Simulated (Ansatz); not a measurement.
`[CH3][SnH]([CH3])[NH2]` → `[CH3][Sn][CH3]` + NH₃ at 500 K and 1 bar (stannylene formation by 1,1-elimination).

Isolated molecules relaxed with PBE0-D4/def2-TZVP in Ansatz; ΔE leaves out vibrations. CCSD(T)/CBS is the MP2 limit (def2-TZVPP, def2-QZVPP) plus CCSD(T) − MP2 in def2-TZVPP, frozen cores. This one scheme is used for every species. def2 core potentials past Kr. For Sn outer-core shells are correlated without core-valence functions, which leaves a few kJ/mol of doubt a bond. Each species was taken in one conformer, which may not be the lowest.

```json
{"species": "`[CH3][SnH]([CH3])[NH2]`", "CCSD(T)/CBS energy (Eh)": "-350.26218", "H − E (kJ/mol)": "328.2", "S (J/(mol·K))": "459.8"}
{"species": "`[CH3][Sn][CH3]`", "CCSD(T)/CBS energy (Eh)": "-293.72612", "H − E (kJ/mol)": "221.7", "S (J/(mol·K))": "390.1"}
{"species": "NH₃", "CCSD(T)/CBS energy (Eh)": "-56.50880", "H − E (kJ/mol)": "108.2", "S (J/(mol·K))": "211.8"}
```

H − E and S are ideal-gas, rigid-rotor, harmonic terms from PBE0-D4/def2-TZVP, for one conformer and one mirror image of each species. 1 Eh = 2625.50 kJ/mol, R = 8.31446 J/(mol·K).

By hand: ΔE, ΔH, ΔS and ΔG.

ΔE = (-293.72612) + (-56.50880) − (-350.26218) = 0.02726 Eh = 71.6 kJ/mol. Δ(H − E) = 221.7 + 108.2 − 328.2 = 1.7, so ΔH = 73.3 kJ/mol. ΔS = 390.1 + 211.8 − 459.8 = 142.1 J/(mol·K). ΔG = 73.3 − 500 × (142.1)/1000 = 2.2 kJ/mol.

By hand: the equilibrium constant, and the temperature at which ΔG would vanish if ΔH and ΔS stayed fixed.

log₁₀ K = −ΔG/(RT ln 10) = -0.2. ΔG = 0 at ΔH/ΔS = 516 K.

The number of gas molecules changes by +1, which sets the sign of ΔS. The sign of ΔG lies within the doubt. A doubt of 5 kJ/mol in ΔE shifts log₁₀ K by 0.5 here. Other conformers and mirror images would add mixing entropy, several J/(mol·K) or more a flexible species. Modes under 60 cm⁻¹, often nearly free rotors, make the harmonic entropy too high. These are equilibria of isolated gas molecules and say nothing of rates. Largest T1 diagnostic: 0.013 (customary marks: 0.02 for closed shells, 0.045 for open ones).
